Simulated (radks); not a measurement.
Species: Ar8+. Configuration: 1s1.75 2s2 2p6 3s0.25 (fractional occupations, a model configuration). Method: Dirac Kohn-Sham, LDA (Slater exchange, Perdew-Zunger correlation), spin-unpolarised, spherical densities, finite nucleus; Fermi nuclear charge, rms radius 3.4274 fm; computed with a radial shooting solver on a logarithmic mesh with Libxc functionals.

Spin-orbit splittings of the eigenvalues, e(l+1/2) - e(l-1/2), with zeta = 2 splitting/(2l+1) and mean radii in bohr:

shell  occ.  splitting (eV)  zeta (eV)  <r> j=l-1/2  <r> j=l+1/2
2p        6               ?          ?       0.3622       0.3645
3p        0          0.4310     0.2873        1.125        1.128

Estimate the 2p splitting.

Answer. 2.429 eV (zeta = 1.619 eV).
